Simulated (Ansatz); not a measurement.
Program: Ansatz. Geometries: PBE0-D4/def2-TZVP. ΔE: electronic, gas phase. CCSD(T)/CBS adds triple-zeta CCSD(T) − MP2 to the extrapolated MP2 energy (def2 sets, frozen cores). Functionals use def2-TZVPP. B3LYP here is the variant with VWN-RPA as its local correlation; programs differ in this. For Ge outer-core shells are correlated without core-valence functions, which leaves a few kJ/mol of doubt a bond. Scalar relativity is left out up to krypton. One conformer a species, not always the lowest.

`C[CH2][GeH]([OH])[OH]` + silanol → `[OH][GeH2][OH]` + `CCO[SiH3]`  (redistribution)

CCSD(T)/CBS gives +0.83 eV.

Q: Another level gave +0.71 eV. Which?
A. B3LYP-D4/def2-TZVPP
B. MP2/def2-TZVPP
C. HF/def2-TZVPP
D. SCS-MP2/def2-TZVPP

A: A. B3LYP-D4 0.71, SCS-MP2/def2-TZVPP 0.79, MP2/def2-TZVPP 0.87, HF/def2-TZVPP 0.61 eV.

Largest T1 diagnostic among the species: 0.012.

In def2-TZVPP, CCSD(T) changes the Hartree–Fock value by +0.19 eV (the triples alone add +0.01 eV) and MP2 by +0.26 eV.
